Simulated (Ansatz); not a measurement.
Computed with Ansatz.

A structure relaxed at PBE0-D4/def2-TZVP, charge 0, multiplicity 1:

```tsv
atom	x (Å)	y (Å)	z (Å)
B1	-1.3252	-1.3288	-0.9784
C2	-0.3389	-0.9428	0.1583
N3	-0.3295	0.4423	0.5490
C4	0.7413	1.0844	0.4519
Se5	0.7928	2.9296	0.9066
H6	-2.1215	-0.5539	-1.4152
H7	-1.2952	-2.4542	-1.3860
H8	-0.7174	-1.5450	1.0066
H9	0.6686	-1.3516	-0.0387
H10	1.6943	0.6615	0.1073
H11	2.2307	3.0586	0.6384
```

Task: Give its formula and SMILES.

Result: C2H6BNSe, `BC/N=C/[SeH]`.

Task: Summarise the bond lengths by kind.

Result: 1 × B–C 1.554 Å; 2 × B–H 1.194 to 1.197 Å; 2 × C–N 1.252 to 1.439 Å; 3 × C–H 1.098 to 1.107 Å; 1 × C–Se 1.901 Å; 1 × H–Se 1.468 Å.
